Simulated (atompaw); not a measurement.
## Logarithmic derivatives: fluorine (F), PAW (atompaw)

F (Z = 9), PAW, made with atompaw 4.2.0.5 (PBEsol, non-relativistic). Core [He], reference 2s2 2p5. Waves: 2s (bound): rc 1.80 bohr; 2s channel at 2.35 Ry: rc 1.80 bohr; 2p (bound): rc 1.80 bohr; 2p channel at -0.2 Ry: rc 1.80 bohr. Local part: vpsmatchnc scheme with l = 2 at 0 Ry, radius 1.70 bohr. Core correction: smooth core density matched at 0.90 bohr. Augmentation charge: sinc compensation charge, radius 1.30 bohr; PAW radius 1.80 bohr; waves and projectors: custom rrkj gramschmidtortho.

The phase is arctan(r·u′/u) with u = r·R(r), unwrapped; energies in Ry, scanned from -4 to 5 Ry. A pole is an energy at which the radial function vanishes at the test radius. The pseudo phase is shifted by a multiple of π to meet the all-electron one at the reference energy, and phase errors are pseudo minus all-electron; the curves can meet again beyond the range given. Levels narrower than the energy grid can be missing from the lists of poles.

For each channel, where are the poles, and over which energies does the pseudopotential scatter like the atom?

```tsv
channel	radius (bohr)	reference energy (Ry)	poles, all-electron	poles, pseudo	unbroken range about the reference energy with phases within 0.05 rad	phase error 1 Ry above the reference energy (rad)
s	1.81	-2.18	-1.65	-1.65	the whole range	+0.001
p	1.81	-0.81	-0.20	-0.20	the whole range	-0.000
```

Phases in the s channel:

```csv
E (Ry),all-electron,pseudo
-4.00,1.200,1.202
-3.76,1.167,1.170
-3.52,1.122,1.125
-3.28,1.054,1.057
-3.04,0.938,0.942
-2.80,0.702,0.707
-2.56,0.104,0.109
-2.32,-0.830,-0.830
-2.08,-1.293,-1.293
-1.84,-1.485,-1.485
-1.60,-1.587,-1.586
-1.36,-1.651,-1.650
-1.12,-1.698,-1.697
-0.88,-1.735,-1.734
-0.64,-1.767,-1.765
-0.40,-1.795,-1.794
-0.16,-1.823,-1.821
0.08,-1.850,-1.849
0.32,-1.878,-1.877
0.56,-1.908,-1.907
0.80,-1.941,-1.939
1.04,-1.977,-1.976
1.28,-2.019,-2.018
1.52,-2.069,-2.068
1.76,-2.128,-2.128
2.00,-2.201,-2.201
2.24,-2.293,-2.293
2.48,-2.410,-2.410
2.72,-2.562,-2.561
2.96,-2.757,-2.755
3.20,-2.996,-2.991
3.44,-3.263,-3.253
3.68,-3.524,-3.511
3.92,-3.750,-3.734
4.16,-3.931,-3.914
4.40,-4.071,-4.053
4.64,-4.178,-4.161
4.88,-4.262,-4.245
```
